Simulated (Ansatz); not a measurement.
C5H14Si (SMILES CCC[SiH](C)C), singlet, geometry from GFN2-xTB; Ansatz (a quantum-chemistry and plane-wave program) with MP2/def2-SV(P).

The Ansatz input:
Ansatz 0.2 input:
```yaml
crystal:
  periodic: [false, false, false]
  atoms:
    - {symbol: Si, position_ang: [-0.79823228, -0.36113537, -0.15239409]}
    - {symbol: C, position_ang: [-1.19463765, 1.20372493, -1.16159758]}
    - {symbol: C, position_ang: [-2.30394316, -0.82351940, 0.91553205]}
    - {symbol: C, position_ang: [0.68250705, -0.03722414, 1.01133497]}
    - {symbol: C, position_ang: [1.89880518, 0.61581744, 0.35783307]}
    - {symbol: C, position_ang: [2.53439317, -0.26652188, -0.70729643]}
    - {symbol: H, position_ang: [-0.51667707, -1.48049149, -1.07216792]}
    - {symbol: H, position_ang: [-1.36165790, 2.06163337, -0.51567474]}
    - {symbol: H, position_ang: [-0.38488921, 1.45679898, -1.83918837]}
    - {symbol: H, position_ang: [-2.08991868, 1.06698506, -1.76062399]}
    - {symbol: H, position_ang: [-2.58235618, -0.01756971, 1.58840064]}
    - {symbol: H, position_ang: [-2.10385605, -1.70135728, 1.52188709]}
    - {symbol: H, position_ang: [-3.16722409, -1.04445428, 0.29599256]}
    - {symbol: H, position_ang: [0.35090981, 0.60325657, 1.83233010]}
    - {symbol: H, position_ang: [0.99595519, -0.97744302, 1.46934449]}
    - {symbol: H, position_ang: [2.64640855, 0.83442998, 1.12646392]}
    - {symbol: H, position_ang: [1.60416741, 1.56722732, -0.08965520]}
    - {symbol: H, position_ang: [1.84242613, -0.43364964, -1.52857479]}
    - {symbol: H, position_ang: [3.43447372, 0.19951578, -1.10325571]}
    - {symbol: H, position_ang: [2.80474252, -1.23264837, -0.28659741]}
basis:
  gaussian:
    orbitals: def2-SV_P_.json
magnetization: {spin_polarized: false}
correlation: {method: mp2}
```
The basis file holds def2-SV(P) in the JSON format of the Basis Set Exchange.

### Question
What does Ansatz print? Leave out banner, timings and long lists.

### Answer

```
Functional definition: HF
1340 factors; integrals over basis functions are off by at most 6.6e-4 eV
mean field evaluation 1: about -13223.9561 eV, gradient 3.8e1 eV
mean field evaluation 2: about -13225.0018 eV, gradient 3.9e1 eV
mean field evaluation 4: about -13229.4860 eV, gradient 3.6e0 eV
mean field evaluation 8: about -13229.5642 eV, gradient 1.3e-1 eV
mean field evaluation 16: about -13229.5643 eV, gradient 1.6e-6 eV
mean field -13229.56425758 eV, -486.1775191453 hartree, gradient 1.6e-6 eV, S^2 0.000000; 0 other end points of the search recorded, 0 dependent functions left out
10 core orbitals not correlated
reference -13229.56425758 eV, -486.1775191453 hartree; 19, 19 occupied and 87, 87 virtual orbitals, 1340 factors
second order -19.78664610 eV of doubles, -0.00000000 eV of singles
Total energy: -13249.35090368 eV, -486.9046649777 hartree
```
